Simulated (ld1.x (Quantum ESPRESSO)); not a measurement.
Scattering properties, TM semilocal potential for aluminium (Al)

```json
{
  "Element": "aluminium",
  "Generator": "ld1.x (Quantum ESPRESSO) 7.5",
  "Type": "norm-conserving Troullier–Martins (semilocal form)",
  "Functional": "Wu–Cohen",
  "Relativity": "scalar-relativistic",
  "Frozen core": "[Ne]",
  "Valence charge": "3",
  "Reference configuration": "3s2 3p0.5 (charge +0.5)",
  "Partial waves": "3s (bound): rc 1.75 bohr; 3p (bound): rc 2.70 bohr; 3d channel at 0.3 Ry: rc 2.85 bohr",
  "Local potential": "the d channel",
  "Core correction": "a·sin(br)/r model core inside 1.20 bohr"
}
```

The phase is arctan(r·u′/u) with u = r·R(r), unwrapped; energies in Ry, scanned from -3 to 5 Ry. A pole is an energy at which the radial function vanishes at the test radius. The pseudo phase is shifted by a multiple of π to meet the all-electron one at the reference energy, and phase errors are pseudo minus all-electron; the curves can meet again beyond the range given. Levels narrower than the energy grid can be missing from the lists of poles.

Problem. For each channel, where are the poles, and over which energies does the pseudopotential scatter like the atom?

Solution.

| channel | radius (bohr) | reference energy (Ry) | poles, all-electron | poles, pseudo | unbroken range about the reference energy with phases within 0.05 rad | phase error 1 Ry above the reference energy (rad) |
| --- | --- | --- | --- | --- | --- | --- |
| s | 3.09 | -0.81 | -0.20, 4.59 | -0.21, 4.05 | below 1.3 | -0.003 |
| p | 3.09 | -0.42 | 0.49 | 0.48, 4.73 | below 1.8 | -0.003 |
| d | 3.09 | 0.30 | 1.32 | 1.35 | below 2.3 | +0.007 |

Phases in the s channel:

| E (Ry) | all-electron | pseudo |
| --- | --- | --- |
| -3.00 | 1.341 | 1.341 |
| -2.76 | 1.325 | 1.325 |
| -2.52 | 1.305 | 1.304 |
| -2.28 | 1.278 | 1.278 |
| -2.04 | 1.241 | 1.240 |
| -1.80 | 1.185 | 1.184 |
| -1.56 | 1.088 | 1.087 |
| -1.32 | 0.882 | 0.881 |
| -1.08 | 0.257 | 0.256 |
| -0.84 | -0.886 | -0.886 |
| -0.60 | -1.337 | -1.338 |
| -0.36 | -1.506 | -1.507 |
| -0.12 | -1.598 | -1.599 |
| 0.12 | -1.663 | -1.665 |
| 0.36 | -1.718 | -1.722 |
| 0.60 | -1.774 | -1.781 |
| 0.84 | -1.839 | -1.852 |
| 1.08 | -1.927 | -1.953 |
| 1.32 | -2.064 | -2.122 |
| 1.56 | -2.320 | -2.473 |
| 1.80 | -2.862 | -3.213 |
| 2.04 | -3.637 | -3.931 |
| 2.28 | -4.106 | -4.263 |
| 2.52 | -4.327 | -4.422 |
| 2.76 | -4.445 | -4.513 |
| 3.00 | -4.519 | -4.573 |
| 3.24 | -4.570 | -4.617 |
| 3.48 | -4.608 | -4.651 |
| 3.72 | -4.638 | -4.679 |
| 3.96 | -4.662 | -4.704 |
| 4.20 | -4.683 | -4.727 |
| 4.44 | -4.702 | -4.749 |
| 4.68 | -4.719 | -4.772 |
| 4.92 | -4.735 | -4.798 |
